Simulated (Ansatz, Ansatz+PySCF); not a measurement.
```csv
atom,x (Å),y (Å),z (Å)
C,-0.5441,0.1167,-0.4679
C,0.7302,-0.3885,-0.3304
C,-0.1392,0.2966,0.8016
H,-1.3845,0.1617,-1.2240
H,1.6682,-0.6308,-0.8488
H,-0.0915,0.3827,1.9152
```

Basis set: def2-SVP (spherical functions). Correlated methods keep 3 orbitals frozen. Charge 0, multiplicity 2.

Computed with Ansatz (development build ahead of 0.2.0); each method stands on the lowest determinant of its kind that the runs found.

The atomization energy at this shape (free ground-state atoms in the same class of orbitals less the molecule, no zero-point energy) of doublet C₃H₃:

```tsv
method	atomization energy
UHF-MP2	23.49 eV
```

**Question.** What does UHF give?

**Answer.** 17.82 eV. Caution: the shape is not the minimum; the unrestricted determinant is spin contaminated.
